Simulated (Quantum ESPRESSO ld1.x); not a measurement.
The numbers below are computed, except where a source is named.
Q: The mean radii <r> (bohr) of the occupied orbitals of an atom or ion are listed with their occupations. Level of theory: scalar-relativistic Kohn-Sham, LDA (Slater exchange, Perdew-Zunger correlation), spin-polarised, spherical densities, point nucleus (ld1.x of Quantum ESPRESSO 7.5).

| orbital | occ. | <r> |
|---|---|---|
| 1s up | 1 | 0.02233 |
| 1s down | 1 | 0.02233 |
| 2s up | 1 | 0.09518 |
| 2s down | 1 | 0.09518 |
| 2p up | 3 | 0.08392 |
| 2p down | 3 | 0.08392 |
| 3s up | 1 | 0.2499 |
| 3s down | 1 | 0.2498 |
| 3p up | 3 | 0.2483 |
| 3p down | 3 | 0.2481 |
| 3d up | 5 | 0.2262 |
| 3d down | 5 | 0.2259 |
| 4s up | 1 | 0.5644 |
| 4s down | 1 | 0.5644 |
| 4p up | 3 | 0.5966 |
| 4p down | 3 | 0.5966 |
| 4d up | 5 | 0.6463 |
| 4d down | 5 | 0.6464 |
| 5s up | 1 | 1.277 |
| 5s down | 1 | 1.288 |
| 5p up | 3 | 1.422 |
| 5p down | 1 | 1.441 |
| 4f up | 5 | 0.7927 |

Name the element and its charge. Open shells, if any, are filled with parallel spins first.

A: Z = 63, europium, charge +6: Eu6+ in [Kr] 4d10 4f5 5s2 5p4. The 1s radius gives Z: for a bare nucleus <r> = (2 gamma + 1)/(2Z) with gamma = sqrt(1 - (Z/c)^2), 0.02203 bohr for Z = 63, and screening makes it slightly larger (0.02233 here). The occupations add up to 57, and the charge is Z minus that.
